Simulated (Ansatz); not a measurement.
Mulliken charges of C₂H₅O₂Si, SMILES `CC(=O)O[SiH2]` radical from r2SCAN/def2-TZVPP in Ansatz (PBE0-D4/def2-TZVP geometry).

```tsv
atom	x (Å)	y (Å)	z (Å)	charge (e)
C1	-0.448	-1.645	0.324	-0.143
C2	-0.312	-0.312	-0.337	0.386
O3	-0.994	0.094	-1.242	-0.347
O4	0.678	0.430	0.182	-0.348
Si5	0.876	1.983	-0.474	0.338
H6	-0.651	-1.507	1.387	0.072
H7	0.494	-2.190	0.243	0.072
H8	-1.252	-2.210	-0.142	0.080
H9	-0.344	2.796	-0.234	-0.051
H10	2.036	2.509	0.296	-0.058
```

**Question.** By hand: the dipole of these point charges (1 e Å = 4.8032 D).

**Answer.** Σ q r = (0.137, -0.128, 0.132) e Å, of length 0.229 e Å = 1.10 D.

**Question.** How does the dipole of the full density compare? (Estimate.)

**Answer.** Computed: (0.162, -0.211, 0.294) e Å, 1.90 D; the point charges give 0.58 times that, at 15° from its direction.

Point charges leave out the atoms' own dipoles, such as those of lone pairs, and Mulliken's split depends on the basis, so the two needn't agree.
